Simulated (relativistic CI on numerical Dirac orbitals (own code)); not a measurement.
## Pt⁺: 4d photoemission

Computed with this model: Dirac-Coulomb-Breit CI, orbitals from a KLI potential per configuration, a model potential for QED, valence Slater integrals scaled by 0.7, multiplet model of photoemission in the sudden approximation; configurations [Xe] 4f14 5d9 → [Kr] 4d9 4f14 5s2 5p6 5d9; 80 K; Lorentzian 3.5 eV and Gaussian 0.6 eV FWHM. Energies are those of the free ion, without screening or charge transfer. The energies are binding energies and can lie tens of eV above those of solids. S is read from ⟨S²⟩ = S(S + 1).

free ion: ground-state S = 0.50, centroid 340.90 eV. Peaks (eV, height): 334.2 (100), 351.0 (71).

Strongest unbroadened transitions for free ion:

```
Energy (eV)  Relative strength
     333.40               63.5
     333.78              100.0
     333.90               26.9
     334.37               78.8
     334.88               43.5
     335.21                0.2
     335.58                2.0
     335.87                3.1
     335.97                9.1
     336.08                0.4
     350.71               63.0
     351.05               44.7
     351.31               81.7
     351.44               24.4
     351.98                0.6
     352.03                2.9
     352.80                0.7
     354.11                0.0
```
